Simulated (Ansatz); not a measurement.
Input file for Ansatz (an electronic-structure program): R-PBE/def2-TZVPP on SiNi, 2S+1 = 1, a spin state set in the input, which need not be the lowest, a point of a bond scan (R = 2.011 Å).

Ansatz 0.2 input:
```yaml
crystal:
  periodic: [false, false, false]
  atoms:
    - {symbol: Ni, position_ang: [0.00000000, 0.00000000, 0.00000000]}
    - {symbol: Si, position_ang: [0.00000000, 0.00000000, 2.01109600]}
basis:
  gaussian:
    orbitals: def2-TZVPP
    pivot_positions_ang: [[0.00000000, 0.00000000, 0.00000000], [0.00000000, 0.00000000, 2.01109600]]
hamiltonian:
  xc: {name: PBE}
output: {forces: true, orbitals: {seedname: ./end}}
```

Program output:

```
WARN ansatz: RAYON_NUM_THREADS=2 ignored (pool sized by the plan → 2); use --threads N
Functional definition: PBE
integrals: 0.03 GiB planned
771 factors; their error is unknown
mean field: 0.27 GiB planned
mean field evaluation 1: about -48892.3427 eV, gradient 1.3e2 eV
mean field evaluation 2: about -48093.7314 eV, gradient 4.9e2 eV
mean field evaluation 4: about -48907.5696 eV, gradient 3.0e1 eV
mean field evaluation 8: about -48909.6628 eV, gradient 6.4e0 eV
mean field evaluation 16: about -48909.6824 eV, gradient 1.1e-3 eV
mean field evaluation 32: about -48906.6824 eV, gradient 9.0e-1 eV
mean field evaluation 64: about -48906.7473 eV, gradient 9.2e-2 eV
mean field -48909.68236125 eV, -1797.3976746025 hartree, gradient 1.7e-5 eV, S^2 0.000000; 3 other end points of the search recorded, 0 dependent functions left out
the calculation of the forces begins
reference -48909.68239003 eV, -1797.3976756601 hartree; 21, 21 occupied and 85, 85 virtual orbitals, 771 factors
Total energy: -48909.68239003 eV, -1797.3976756601 hartree
Atom 0 at     0.000000     0.000000     0.000000 Å, force     0.000000     0.000000    -0.394960 eV/Å
Atom 1 at     0.000000     0.000000     2.011096 Å, force    -0.000000    -0.000000     0.394960 eV/Å
Dipole moment:     0.000000    -0.000000    -0.104217 e Å
```

The calculation finished and met its thresholds.

Cost: roughly 6 core-seconds.
